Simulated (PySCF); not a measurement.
F (fluorine, neutral): UHF calculation

Configuration: [He] 2s2 2p5, 2P determinant. Calculation: PySCF 2.14, in dyall-acv3z; the non-relativistic Hamiltonian (point nucleus).

```
Total energy                                                  : -99.415956 hartree
One-electron energy                                           : -139.2486 hartree
Hartree (Coulomb) energy                                      : 49.8768 hartree
Exchange energy                                               : -10.0442 hartree
Kinetic energy                                                : 99.41499 hartree
⟨S²⟩                                                          : 0.7542
⟨L²⟩                                                          : 2.013
Sum of ⟨r⟩                                                    : 7.780 bohr
Sum of ⟨r²⟩                                                   : 10.25 bohr²
Traceless quadrupole moment −½Σ⟨3z² − r²⟩ along its main axis : 0.679 e·bohr²
Density at the nucleus (Gaussians lack the cusp)              : 444 bohr⁻³
Spin density at the nucleus                                   : 0.125 bohr⁻³
Langevin diamagnetic susceptibility                           : -8.12 ×10⁻⁶ cm³/mol
```

```tsv
shell	electrons	mean orbital energy (hartree)	spread (hartree)	rms radius, mean of both spins (bohr)
1s α	1	-26.40680	0	0.204
1s β	1	-26.35896	0	0.204
2s α	1	-1.67248	0	1.10
2s β	1	-1.47691	0	1.10
2p α	3	-0.76956	0.11360	1.24
2p β	2	-0.67972	0	1.24
```

Spin-orbit constants ζ (cm⁻¹) from the X2C one-electron operator on these orbitals (non-relativistic here): bare nucleus, nucleus screened by l(l+1)(2l+1)/3 electrons, and screened by the Breit-Pauli mean field of the electrons.

```tsv
shell	bare	screened nucleus	mean field
2p	413.2	321.4	281.4
```

To first order the Landé constant is A = -281.4 cm⁻¹, so the lowest level has J = 3/2 and lies 0.0174 eV below the centre of the term.
